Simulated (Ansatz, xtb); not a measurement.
## Two isomers of C3H3ClN2O

Structure I is `On1cncc1Cl`, a singlet and structure II is `On1ccnc1Cl`, a singlet. Both are isolated molecules in the gas phase, relaxed with PBE0-D3(BJ)/def2-SVP; the shapes shown needn't be the lowest conformers.

I (Å):

```xyz
10

C     1.6307   -0.8639   -0.9042
C     1.4701    1.2056   -0.3553
C     0.5995    0.5289    0.4659
Cl   -0.4791    1.0155    1.6860
N     0.7057   -0.7893    0.0895
N     2.0984    0.3256   -1.1886
O     0.0983   -1.8324    0.6927
H    -0.8132   -1.8387    0.3641
H     1.9095   -1.8152   -1.3561
H     1.6623    2.2767   -0.3754
```

II (Å):

```yaml
atoms:
  - { symbol: C, position_ang: [1.9449, -0.4827, -0.4378] }
  - { symbol: C, position_ang: [2.0229, 0.8924, -0.3677] }
  - { symbol: C, position_ang: [0.0452, 0.4114, 0.2152] }
  - { symbol: Cl, position_ang: [-1.5896, 0.4012, 0.7236] }
  - { symbol: N, position_ang: [0.6639, -0.7638, -0.0582] }
  - { symbol: N, position_ang: [0.8361, 1.4305, 0.0388] }
  - { symbol: O, position_ang: [0.1416, -2.0092, 0.0190] }
  - { symbol: H, position_ang: [-0.7740, -1.8691, 0.3135] }
  - { symbol: H, position_ang: [2.6445, -1.2677, -0.7096] }
  - { symbol: H, position_ang: [2.8838, 1.5194, -0.5927] }
```

Question: Estimate which is lower in electronic energy at CCSD(T)/def2-SVP + ΔMP2/def2-TZVPP, and by roughly how much.

Answer: CCSD(T)/def2-SVP + ΔMP2/def2-TZVPP gives E(II) − E(I) = +0.45 kJ/mol, slightly favouring structure I, which is too small a margin to settle the true order.

The same difference at several levels:

```
                             level              geometry  E(II) − E(I) (kJ/mol)  departure from the last row (kJ/mol)  job, with rough time for the two
              PBE0-D3(BJ)/def2-SVP  PBE0-D3(BJ)/def2-SVP                   −3.55                                 −4.00                optimisation, 98 s
                       HF/def2-SVP  PBE0-D3(BJ)/def2-SVP                   +6.61                                 +6.16           part of the CCSD(T) run
                      MP2/def2-SVP  PBE0-D3(BJ)/def2-SVP                   −1.61                                 −2.05           part of the CCSD(T) run
                  CCSD(T)/def2-SVP  PBE0-D3(BJ)/def2-SVP                   +1.36                                 +0.92                      single point
CCSD(T)/def2-SVP + ΔMP2/def2-TZVPP  PBE0-D3(BJ)/def2-SVP                   +0.45                                                      single point, 70 s
```

As drawn, both hold the same kinds of bond in the same numbers.

The largest departure from CCSD(T)/def2-SVP + ΔMP2/def2-TZVPP is that of HF/def2-SVP, 6.16 kJ/mol. No reliable frequencies are at hand for I, so it isn't confirmed as a minimum. Levels run at GFN2-xTB geometries aren't shown. The last row adds to CCSD(T) the change of the MP2 difference between the two basis sets, here −0.92 kJ/mol.

The correlated steps freeze 11 core orbitals. Programs: Ansatz 0.2.0, xtb 6.7.1; the last row on 2 threads of Arm Neoverse V2 on a shared host.
